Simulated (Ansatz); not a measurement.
Program: Ansatz. Geometries: PBE0-D4/def2-TZVP. ΔE: electronic, gas phase. CBS: MP2 limit from def2 TZ/QZ plus the TZ coupled-cluster correction, frozen cores. This one scheme is used for every species. Functionals use def2-TZVPP. B3LYP here is the variant with VWN-RPA as its local correlation; programs differ in this. Each species was taken in one conformer, which may not be the lowest.

Reaction (ligand exchange at the Si–Cl bond): `N[Si](O)(Cl)Cl` + H–F → `N[Si](O)(F)Cl` + HCl

Question: Is it downhill or uphill in electronic energy at CCSD(T)/CBS, and by how much? (An estimate is asked.)

Answer: The calculation gave: Downhill: ΔE = -51.2 kJ/mol.

Question: What do these levels give: PBE0-D4, B3LYP, MP2/def2-TZVPP, HF/def2-QZVPP, MP2/def2-QZVPP, HF/CBS(def2)? (Best estimate.)

Answer: Computed: PBE0-D4 -45.5, B3LYP -61.7, MP2/def2-TZVPP -48.6, HF/def2-QZVPP -72.3, MP2/def2-QZVPP -46.6, HF/CBS(def2) -72.6 kJ/mol.

Largest T1 diagnostic among the species: 0.010.

The D4 term adds +7.4 kJ/mol with B3LYP and +3.9 kJ/mol with PBE0; it sums over pairs of atoms, weighted by their polarisabilities, and B3LYP, whose exchange is more repulsive, gets the larger term. In def2-TZVPP, CCSD(T) changes the Hartree–Fock value by +14.3 kJ/mol (the triples alone add +3.2 kJ/mol) and MP2 by +21.7 kJ/mol.
